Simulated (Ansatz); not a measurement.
`CCc1ccc(CCc2ccc(CC)cc2)cc1`, relaxed as a singlet with RKS r2SCAN-D4/def2-SVP in Ansatz, starting from the GFN2-xTB geometry. Force threshold 0.03 eV/Å.

Start:

```csv
atom,x (Å),y (Å),z (Å)
C1,-4.4221,-0.5647,-4.8967
C2,-4.4469,0.7864,-4.1816
C3,-3.4204,0.8286,-3.0860
C4,-2.1261,1.2589,-3.3459
C5,-1.1759,1.2932,-2.3427
C6,-1.4925,0.8970,-1.0498
C7,-0.4575,0.9253,0.0365
C8,0.3077,-0.4101,0.0886
C9,1.3416,-0.3826,1.1762
C10,1.0234,-0.7737,2.4703
C11,1.9651,-0.7151,3.4806
C12,3.2510,-0.2557,3.2291
C13,4.2846,-0.2294,4.3196
C14,5.0442,-1.5564,4.3733
C15,3.5688,0.1370,1.9356
C16,2.6275,0.0781,0.9245
C17,-2.7786,0.4382,-0.7963
C18,-3.7289,0.4051,-1.8001
H19,-3.4448,-0.7421,-5.3394
H20,-5.1705,-0.5910,-5.6850
H21,-4.6301,-1.3671,-4.1928
H22,-4.2450,1.5807,-4.9031
H23,-5.4419,0.9529,-3.7637
H24,-1.8631,1.5762,-4.3454
H25,-0.1752,1.6384,-2.5634
H26,-0.9331,1.0977,1.0045
H27,0.2546,1.7343,-0.1422
H28,-0.4065,-1.2170,0.2660
H29,0.7825,-0.5819,-0.8798
H30,0.0280,-1.1345,2.6878
H31,1.6995,-1.0297,4.4801
H32,4.9923,0.5829,4.1395
H33,3.8013,-0.0522,5.2831
H34,5.5434,-1.7443,3.4255
H35,4.3580,-2.3775,4.5681
H36,5.7933,-1.5373,5.1614
H37,4.5656,0.4950,1.7185
H38,2.8943,0.3893,-0.0764
H39,-3.0397,0.1127,0.2014
H40,-4.7277,0.0544,-1.5800
```

Task: Estimate the energy that the relaxation releases and the steps that it takes.

Result: 0.16 eV, in 4 steps; 17 s on 2 threads of AMD EPYC 7R13 on a shared host and a share (18 GiB) of an NVIDIA H100 80GB HBM3. No frequencies were taken in this run, so the end may be a saddle point.

Task: Does the start keep its bonding and symmetry?

Result: By distances, no bond broke or formed. The bond that changes most is C3–C4, from 1.39 to 1.40 Å (atoms count from 1). Point group Cs at the start, Cs at the end, both within 0.05 Å.

Task: Predict the relaxed structure.

Result: 
Cartesian coordinates in Å:
```
C -4.4536 -0.5955 -4.9441
C -4.4845 0.7607 -4.2319
C -3.4652 0.8524 -3.1235
C -2.1595 1.3010 -3.3766
C -1.2017 1.3412 -2.3611
C -1.5150 0.9347 -1.0547
C -0.4687 0.9312 0.0288
C 0.3094 -0.4013 0.0964
C 1.3532 -0.3970 1.1822
C 1.0362 -0.7929 2.4909
C 1.9866 -0.7298 3.5121
C 3.2875 -0.2655 3.2630
C 4.3310 -0.2550 4.3522
C 5.1078 -1.5736 4.4289
C 3.6042 0.1300 1.9541
C 2.6540 0.0672 0.9326
C -2.8187 0.4803 -0.8026
C -3.7763 0.4403 -1.8184
H -3.4634 -0.7835 -5.3894
H -5.2050 -0.6421 -5.7485
H -4.6578 -1.4158 -4.2372
H -4.3025 1.5653 -4.9653
H -5.4929 0.9359 -3.8186
H -1.8941 1.6373 -4.3854
H -0.1930 1.7088 -2.5810
H -0.9376 1.1163 1.0106
H 0.2507 1.7521 -0.1348
H -0.4085 -1.2232 0.2612
H 0.7805 -0.5871 -0.8843
H 0.0263 -1.1568 2.7115
H 1.7149 -1.0462 4.5256
H 5.0354 0.5769 4.1783
H 3.8460 -0.0571 5.3238
H 5.6227 -1.7821 3.4773
H 4.4289 -2.4185 4.6275
H 5.8647 -1.5471 5.2292
H 4.6139 0.4946 1.7333
H 2.9252 0.3840 -0.0809
H -3.0902 0.1657 0.2115
H -4.7913 0.0942 -1.5926
```
Bond lengths: 19 × C–C 1.40 to 1.54 Å; 22 × C–H 1.10 Å.
